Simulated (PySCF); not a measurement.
**Radial density of Ge⁺ (germanium, charge +1)**

UHF, [Ar] 3d10 4s2 4p1, 2P determinant. Calculation: PySCF 2.14, in x2c-TZVPall (6s5p4d1f, 48 functions); scalar relativity by spin-free X2C-1e.

| r (bohr) | 4πr²ρ (e/bohr) | 4πr²(ρα − ρβ) |
| --- | --- | --- |
| 0.000739 | 0.2483 | 0.0000 |
| 0.00124 | 0.6164 | 0.0000 |
| 0.00209 | 1.521 | 0.0000 |
| 0.00352 | 3.644 | 0.0000 |
| 0.00591 | 8.224 | -0.0001 |
| 0.00995 | 16.84 | -0.0001 |
| 0.0167 | 29.32 | 0.0001 |
| 0.0281 | 38.90 | 0.0017 |
| 0.0473 | 35.81 | 0.0080 |
| 0.0796 | 32.41 | 0.0210 |
| 0.134 | 45.05 | 0.0201 |
| 0.225 | 33.10 | -0.0105 |
| 0.379 | 24.19 | 0.0290 |
| 0.637 | 25.96 | 0.0112 |
| 1.07 | 7.621 | 0.0618 |
| 1.80 | 2.138 | 0.4280 |
| 3.03 | 0.6599 | 0.2909 |
| 5.10 | 0.05015 | 0.0361 |
| 8.58 | 0.0001950 | 0.0002 |

Densities and radii are taken from the X2C orbitals without a picture-change correction, which distorts them close to the nucleus.

Task: Where is the radial spin density 4πr²(ρα − ρβ) most negative, and why is it negative at all?

Result: Around r = 0.225 bohr, down to -0.0105 e/bohr: exchange with the open shell polarises the paired shells in an unrestricted calculation.
